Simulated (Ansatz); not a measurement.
`[NH2][Sc]([NH2])[NH2]`, charge 0, multiplicity 1.

(1) Give a relaxed structure at PBE0-D4/def2-TZVP (Ansatz). (Best estimate.)

Answers

(1) Computed: 
Z-matrix (Å, degrees):
```
N
Sc 1 1.994
H 1 1.013 2 126.6
H 1 1.013 2 126.5 3 179.7
N 2 1.994 1 120.0 3 -0.1
N 2 1.995 1 120.0 3 -179.7
H 5 1.013 2 126.6 1 -179.7
H 5 1.013 2 126.5 1 0.0
H 6 1.013 2 126.6 1 179.7
H 6 1.013 2 126.5 1 -0.0
```
Point group D3h.
This is one stationary point; other conformers may exist.
